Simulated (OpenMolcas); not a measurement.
## I⁵⁺: RASPT2 settings compared

```json
{
  "Program": "OpenMolcas",
  "Basis": "ANO-R1 [6s5p3d1f]",
  "Scalar Hamiltonian": "X2C, finite nucleus",
  "Active space": "2 electrons in 9 orbitals (RAS2 5s 5p; RAS3 5d, at most 2 electrons)",
  "State averaging": "2S+1 = 1 even, 1 root; 2S+1 = 3 even, 3 roots kept (CI in the orbitals of an earlier block, 0 in the spin-orbit step); 2S+1 = 1 odd, 3 roots; 2S+1 = 3 odd, 3 roots kept (CI in the orbitals of an earlier block)",
  "Spin-orbit coupling": "RASSI with atomic mean-field integrals over the reference wave functions, term energies averaged over their components"
}
```

Methods on the same reference wave functions:
A. RASSCF
B. SS-RASPT2, IPEA 0.3 Eh, imaginary shift 0.3 Eh (closed shells correlated: 4d)
C. SS-RASPT2, IPEA 0.1 Eh, sigma1 regulariser 0.4 Eh (closed shells correlated: 4s 4p 4d)
D. XMS-RASPT2, IPEA 0.15 Eh, sigma2 regulariser 0.25 Eh (closed shells correlated: none)

Energies in cm⁻¹ above 5s² ¹S₀, the measured ground level; measured values from the list in Rauch et al., Astron. Astrophys. 606, A105 (2017).

```json
{"Level": "5s² ¹S₀", "A": "0.0", "B": "0.0", "C": "0.0", "D": "0.0", "Measured": "0.0"}
{"Level": "5s 5p ³P°₀", "A": "77524", "B": "81106", "C": "81312", "D": "77209", "Measured": "85666"}
{"Level": "5s 5p ³P°₁", "A": "80898", "B": "84303", "C": "84505", "D": "80584", "Measured": "89262"}
{"Level": "5s 5p ³P°₂", "A": "89901", "B": "93482", "C": "93689", "D": "89586", "Measured": "99685"}
{"Level": "5s 5p ¹P°₁", "A": "126671", "B": "121678", "C": "121718", "D": "126411", "Measured": "127424"}
```

Deviations, from unrounded energies. A percentage is the sum of absolute deviations over the sum of measured energies, with the sign that they share, or ± where signs differ.

```tsv
Against measurement	Levels	A	B	C	D
mean absolute deviation (cm-1)	4	6800	5400	5200	7100
other configurations (%)	4	-6.7	-5.3	-5.2	-7.0
```

B, C lie about equally close to measurement and D furthest from it. The largest miss of C in the table is 5s 5p ³P°₂, by -6000 cm-1. The ranking rests on the paired levels alone, and a cruder setting can come out closer through cancelling errors.

Among B to D the level of the table that moves most is 5s 5p ¹P°₁, by 4700 cm-1 (lowest in B, highest in D).

The lowest spin-free term lies below A's lowest term by 0.313 hartree in B, 0.368 hartree in C, 0.000 hartree in D.

Some high roots are left out of the spin-orbit mixing, which shifts the levels that they would mix with. Terms from blocks run as CI alone lack orbitals of their own. Active for correlation alone: 5d; no level in the range computed is led by a configuration that fills it, so any true level of that kind is missing. The basis is small and was not contracted for so high a charge. Measured partners are found by configuration, term and J. A level has none where our copy of the source lacks it or the pairing is in doubt (some pairs that miss far off the trend of their configuration count as doubtful), and it then counts in no deviation. Only configurations of the active space appear.

° marks odd parity.
